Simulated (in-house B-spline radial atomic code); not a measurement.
## Excitations of Mg III (Mg2+) by several methods

Full response, energies in eV; labels give the largest channel, * marks a mixed state, a dash one above the method's threshold, and an imaginary frequency an unstable closed-shell reference. Computed with a B-spline radial code for spherical atoms: linear response of the closed shell [He] 2s2 2p6 with each method's own kernel (bare exchange for TDHF, static screening on G0W0 levels for BSE, the adiabatic kernel for functionals); non-relativistic, point nucleus, no spin-orbit coupling, no double excitations, S, P, D and F terms only. Only terms of natural parity with L up to 3 were computed.

| method | 2p → 3s 3P | 2p → 3s 1P | 2p → 3p 3S | α (bohr³) |
| --- | --- | --- | --- | --- |
| TDHF | 54.09 | 54.97 | 58.71 | 0.47 |
| BSE on G0W0@HF | 53.21 | 53.97 | 58.26 | 0.4665 |
| LDA VWN5 | 48.67 | 49.14 | 53.55 | 0.5137 |
| PBE | 48.08 | 48.67 | 52.97 | 0.5134 |
| PBE0 | 49.92 | 50.56 | 54.83 | 0.4996 |
| B3LYP (VWN-RPA) | 49.03 | 49.70 | 54.13 | 0.5035 |
| CAM-B3LYP | 48.70 | 49.36 | 53.81 | 0.5051 |
| LC-wPBE | 48.04 | 48.61 | 53.01 | 0.5121 |
| wB97X | 49.81 | 50.33 | 54.20 | 0.5012 |
| HSE06 | 49.95 | 50.59 | 54.88 | 0.5 |
| BHandHLYP | ? | ? | ? | ? |
| BLYP | 47.37 | 48.03 | 52.45 | 0.5151 |
| PBEsol | 48.23 | 48.79 | 53.04 | 0.5136 |
| BP86 | 48.64 | 49.11 | 53.46 | 0.5112 |
| LDA exchange-only | 47.34 | 47.96 | 51.89 | 0.5231 |
| B97-1 | ? | ? | ? | ? |
| RPBE | 47.80 | 48.39 | 52.74 | 0.5141 |
| OLYP | 47.14 | 47.77 | 52.32 | 0.509 |

(1) What does BHandHLYP give?

(2) What does B97-1 give?

## Answers

(1) 2p → 3s 3P: 50.79; 2p → 3s 1P: 51.58; 2p → 3p 3S: 55.89; α: 0.4894 (eV, bohr³).

(2) 2p → 3s 3P: 49.82; 2p → 3s 1P: 50.39; 2p → 3p 3S: 54.60; α: 0.5008 (eV, bohr³).
